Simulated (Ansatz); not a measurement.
Br$_{2}$H$_{2}$Si, SMILES `Br[SiH2]Br` at its PBE0-D4/def2-TZVP geometry, where that method's forces vanish. Charge 0, multiplicity 1.

```xyz
5

Br   -0.0124    0.9229    1.9010
Si   -0.0015    0.0956   -0.1449
Br    0.0310   -2.1104   -0.0965
H     1.2189    0.5640   -0.8306
H    -1.2360    0.5279   -0.8290
```

(1) What forces (eV/Å) does PBE-D4/def2-TZVPP give on these atoms in the Gaussian-basis code of Ansatz? (Best estimate.)

Answers

(1) Ansatz gave: 
```
Br1 -0.002  0.118  0.250
Si2 -0.001  0.041 -0.062
Br3  0.004 -0.279 -0.009
H4   0.145  0.062 -0.090
H5  -0.147  0.058 -0.090
```
